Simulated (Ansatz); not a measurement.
Molecule: H2Te, net charge 1, doublet state. 
Geometry from a B3LYP-D3(BJ)/def2-TZVP (Ansatz, a program for electronic structure) optimisation:
```xyz
3

Te    -0.0009     0.0436    -0.0005
H     -1.1634    -1.1566     0.0059
H      1.2085    -1.1094     0.0184
```
Charge +1, spin multiplicity 2.

Basis-set convergence of Hartree-Fock and CCSD(T) correlation energies (hartree) with Ansatz. Cores are frozen in the correlated levels unless marked. Open shells are spin-unrestricted. Spin-orbit coupling is left out. Frozen are the shells of the preceding noble gas and the d and f shells that filled before the atom's block. In def2 rows, elements after Kr have scalar-relativistic effective core potentials.

```csv
basis,functions,E(HF),"E(corr, CCSD(T))"
def2-SVPD,51,-267.84551,-0.11790
def2-TZVPPD,93,-267.85827,-0.14651
def2-QZVPPD,157,-267.86018,-0.15625
```

Extrapolating the two largest sets (X = 3 and 4) as X^-3: E(corr) = (64·(-0.15625) - 27·(-0.14651))/37 = -0.1634 Eh, an estimate of the basis-set limit. The largest set recovers 95.6 % of it, the smallest 72.2 %.
